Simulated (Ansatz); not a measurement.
Ansatz (a first-principles code) input (PBE/pcseg-1): A basis named .json is the Basis Set Exchange file of that set (core-valence sets with the plain set on hydrogen).

Ansatz 0.2 input:
```yaml
crystal:
  periodic: [false, false, false]
  atoms:
    - {symbol: Se, position_ang: [0.19742117, -0.16359053, 0.58407614]}
    - {symbol: Cl, position_ang: [0.90839488, 1.43153558, -0.62899113]}
    - {symbol: Cl, position_ang: [-1.25707067, -1.14350709, -0.61827994]}
    - {symbol: H, position_ang: [-0.78483133, 0.66559362, 1.34501945]}
basis:
  gaussian:
    orbitals: pcseg-1.json
hamiltonian:
  xc: {name: PBE}
total_charge: 1
magnetization: {spin_polarized: false}
```

Output:

```
Functional definition: PBE
integrals: 0.02 GiB planned
787 factors; their error is unknown
mean field: 0.19 GiB planned
mean field evaluation 1: about -90371.3476 eV, gradient 3.1e1 eV
mean field evaluation 2: about -90362.1057 eV, gradient 6.4e1 eV
mean field evaluation 4: about -90374.2656 eV, gradient 2.7e0 eV
mean field evaluation 8: about -90374.2849 eV, gradient 2.1e-2 eV
mean field evaluation 16: about -90374.2309 eV, gradient 2.9e-5 eV
mean field -90374.23090721 eV, -3321.1917279860 hartree, gradient 2.9e-5 eV, S^2 0.000000; 0 other end points of the search recorded, 0 dependent functions left out
reference -90374.23093718 eV, -3321.1917290874 hartree; 34, 34 occupied and 34, 34 virtual orbitals, 787 factors
Total energy: -90374.23093718 eV, -3321.1917290874 hartree
```
